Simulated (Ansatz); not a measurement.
Reaction (ligand exchange at the Si–Se bond): `F[Si](F)(F)[SeH]` + CH₃SH → `CS[Si](F)(F)F` + H₂Se

Computed with Ansatz on PBE0-D4/def2-TZVP structures; ΔE is electronic, products minus reactants. CCSD(T)/CBS adds triple-zeta CCSD(T) − MP2 to the extrapolated MP2 energy (def2 sets, frozen cores). This one scheme is used for every species. DFT in def2-TZVPP. HSE06 is defined as in plane-wave codes. For Se outer-core shells are correlated without core-valence functions, which leaves a few kJ/mol of doubt a bond. Scalar relativity is left out up to krypton. One conformer a species, not always the lowest.

`F[Si](F)(F)[SeH]`:

```xyz
6

F    -1.547   -0.521    0.565
Si   -0.109    0.115    0.493
F     0.612   -0.132    1.869
F    -0.325    1.664    0.315
Se    1.164   -0.779   -1.107
H     0.204   -0.348   -2.134
```

CH₃SH:

Cartesian coordinates in Å:
```
C -0.161 0.409 -0.220
S 0.821 -1.101 -0.084
H -1.229 0.194 -0.199
H 0.086 0.846 -1.187
H 0.096 1.125 0.560
H 0.387 -1.472 1.130
```

`CS[Si](F)(F)F`:

Z-matrix (Å, degrees):
```
C
S 1 1.824
H 1 1.089 2 111.0
H 1 1.088 2 111.0 3 -123.5
H 1 1.089 2 105.8 3 118.3
Si 2 2.080 1 98.2 3 61.9
F 6 1.572 2 109.0 1 179.9
F 6 1.577 2 112.8 1 -59.7
F 6 1.578 2 112.8 1 59.5
```

H₂Se:

Z-matrix (Å, degrees):
```
Se
H 1 1.467
H 1 1.467 2 91.2
```

```
   level  ΔE (kJ/mol)
HSE06-D4         -4.4
     PBE         -2.4
```

Q: What does CCSD(T)/CBS give? (An estimate is asked.)

A: Ansatz gave: -2.8 kJ/mol. The listed levels differ from it by -1.6, 0.4 kJ/mol.

Q: What do rigid-rotor, harmonic-oscillator terms from PBE0-D4/def2-TZVP frequencies (298.15 K, 1 bar) make of the CCSD(T)/CBS value? (An estimate is asked.)

A: Ansatz gave: ΔZPE = -3.1 kJ/mol, ΔH = -4.5 kJ/mol, ΔS = -10 J/(mol·K), ΔG = -1.6 kJ/mol. Modes under 50 cm⁻¹ make the entropy rough.

Largest T1 diagnostic among the species: 0.011.

The D4 term adds −3.6 kJ/mol with B3LYP and −2.1 kJ/mol with PBE0; it sums over pairs of atoms, weighted by their polarisabilities, and B3LYP, whose exchange is more repulsive, gets the larger term. Leaving LDA and LC-ωPBE aside and taking each functional with its dispersion term where it has one, the values, not all of them listed here, spread over 5.5 kJ/mol, from B97M-V to B2PLYP. LDA lies −3.2 kJ/mol from PBE without D4.

B3LYP here is the variant with VWN-RPA as its local correlation; programs differ in this.
